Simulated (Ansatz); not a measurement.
Molecule: trihydroxy(methyl)silane, CH6O3Si, net charge 0, singlet state. 
Coordinates optimised at B3LYP-D3(BJ)/def2-TZVP (Ansatz, a first-principles code):
```xyz
11

Si     0.0232    -0.0146     0.0077
C     -1.7807     0.4005     0.0027
O      0.3469    -1.4613    -0.7007
O      0.9211     1.0656    -0.8622
O      0.4608    -0.0715     1.5894
H     -2.3532    -0.3806     0.5058
H     -2.1541     0.4941    -1.0184
H     -1.9716     1.3409     0.5239
H      0.7816    -1.4350    -1.5566
H      0.9159     1.9864    -0.5914
H      1.3104    -0.4678     1.8005
```

Quantity: vertical triplet-singlet gap (E(triplet) - E(singlet); each state is the SCF solution reached for its spin), in kcal/mol. Valence correlation only, unless marked. Open shells are spin-unrestricted. Spin-orbit coupling is left out. No relativistic terms. Basis-set limits of correlation are two-point, X^-3; Hartree-Fock from the larger set. [CCSD(T)-MP2]/basis is that difference in the basis named.

```csv
level,program,vertical triplet-singlet gap (kcal/mol)
SVWN5/def2-TZVPD,Ansatz,[?]
PBE/def2-TZVPD,Ansatz,150.0
B3LYP/def2-TZVPD,Ansatz,[?]
PBE0/def2-TZVPD,Ansatz,169.0
BHLYP/def2-TZVPD,Ansatz,174.1
CAM-B3LYP/def2-TZVPD,Ansatz,177.2
wB97X-V/def2-TZVPD,Ansatz,180.9
B2PLYP/def2-TZVPD,Ansatz,177.2
SCS-MP2/aug-cc-pV(D+d)Z,Ansatz,185.1
SCS-MP2/aug-cc-pV(T+d)Z,Ansatz,188.2
CCSD/aug-cc-pV(T+d)Z,Ansatz,[?]
"RI-MP2/CBS(aug-cc-pV(T+d)Z,aug-cc-pV(Q+d)Z)+[CCSD(T)-MP2]/aug-cc-pV(T+d)Z",Ansatz,[?]
```

Q: What belongs in the gaps?

A: 
- SVWN5/def2-TZVPD, vertical triplet-singlet gap (kcal/mol): 151.4
- B3LYP/def2-TZVPD, vertical triplet-singlet gap (kcal/mol): 164.6
- CCSD/aug-cc-pV(T+d)Z, vertical triplet-singlet gap (kcal/mol): 179.1
- RI-MP2/CBS(aug-cc-pV(T+d)Z,aug-cc-pV(Q+d)Z)+[CCSD(T)-MP2]/aug-cc-pV(T+d)Z, vertical triplet-singlet gap (kcal/mol): 181.6
